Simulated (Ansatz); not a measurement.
`BN[SiH2]F` + `[SH][GeH3]` → `B[S][GeH3]` + `N[SiH2]F` at 400 K and 1 bar (ligand exchange at a B–N bond).

Program: Ansatz. Geometries: PBE0-D4/def2-TZVP. ΔE: electronic, gas phase. CBS: MP2 limit from def2 TZ/QZ plus the TZ coupled-cluster correction, frozen cores. For Ge outer-core shells are correlated without core-valence functions, which leaves a few kJ/mol of doubt a bond. Scalar relativity is left out up to krypton. One conformer a species, not always the lowest.

```json
{"species": "`BN[SiH2]F`", "CCSD(T)/CBS energy (Eh)": "-471.49877", "H − E (kJ/mol)": "182.0", "S (J/(mol·K))": "339.2"}
{"species": "`[SH][GeH3]`", "CCSD(T)/CBS energy (Eh)": "-2476.30083", "H − E (kJ/mol)": "106.6", "S (J/(mol·K))": "308.1"}
{"species": "`B[S][GeH3]`", "CCSD(T)/CBS energy (Eh)": "-2501.70931", "H − E (kJ/mol)": "148.3", "S (J/(mol·K))": "352.5"}
{"species": "`N[SiH2]F`", "CCSD(T)/CBS energy (Eh)": "-446.07709", "H − E (kJ/mol)": "143.8", "S (J/(mol·K))": "304.9"}
```

H − E and S are ideal-gas, rigid-rotor, harmonic terms from PBE0-D4/def2-TZVP, for one conformer and one mirror image of each species. 1 Eh = 2625.50 kJ/mol, R = 8.31446 J/(mol·K).

By hand: ΔE, ΔH, ΔS and ΔG.

ΔE = (-2501.70931) + (-446.07709) − (-471.49877) − (-2476.30083) = 0.01320 Eh = 34.7 kJ/mol. Δ(H − E) = 148.3 + 143.8 − 182.0 − 106.6 = 3.5, so ΔH = 38.2 kJ/mol. ΔS = 352.5 + 304.9 − 339.2 − 308.1 = 10.1 J/(mol·K). ΔG = 38.2 − 400 × (10.1)/1000 = 34.2 kJ/mol.

By hand: the equilibrium constant, and the temperature at which ΔG would vanish if ΔH and ΔS stayed fixed.

log₁₀ K = −ΔG/(RT ln 10) = -4.5. ΔG = 0 at ΔH/ΔS = 3782 K, far beyond where these terms or the molecules hold.

The number of gas molecules stays the same, so ΔS is small and ΔH decides. A doubt of 5 kJ/mol in ΔE shifts log₁₀ K by 0.7 here. Other conformers and mirror images would add mixing entropy, several J/(mol·K) or more a flexible species. Modes under 60 cm⁻¹, often nearly free rotors, make the harmonic entropy too high. These are equilibria of isolated gas molecules and say nothing of rates. Largest T1 diagnostic: 0.014 (customary marks: 0.02 for closed shells, 0.045 for open ones).
